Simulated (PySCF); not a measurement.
# How methods differ on the excitation energy of Nb

Nb [Kr] 4d4 5s1 (6D) → Nb [Kr] 4d4 5p1 (high-spin determinant), as a difference of total energies. Calculation: PySCF 2.14, in aug-cc-pVTZ-PP with ECP28MDF; a scalar-relativistic core potential. Correlated levels: valence: 4s2 4p6 frozen. The calculations carry no spin-orbit coupling.

```json
{"method": "UHF", "excitation energy (eV)": "2.676"}
{"method": "MP2 (valence)", "excitation energy (eV)": "2.884"}
{"method": "SCS-MP2 (valence)", "excitation energy (eV)": "2.746"}
{"method": "CCSD (valence)", "excitation energy (eV)": "2.829"}
{"method": "CCSD(T) (valence)", "excitation energy (eV)": "2.803"}
```

How much does correlation contribute at CCSD(T) (valence)?

2.803 − (2.676) = 0.127 eV, measured against UHF.

The determinant of the upper state mixes LS terms, which raises its energy above the lowest term, most at the Hartree-Fock and MP2 levels.
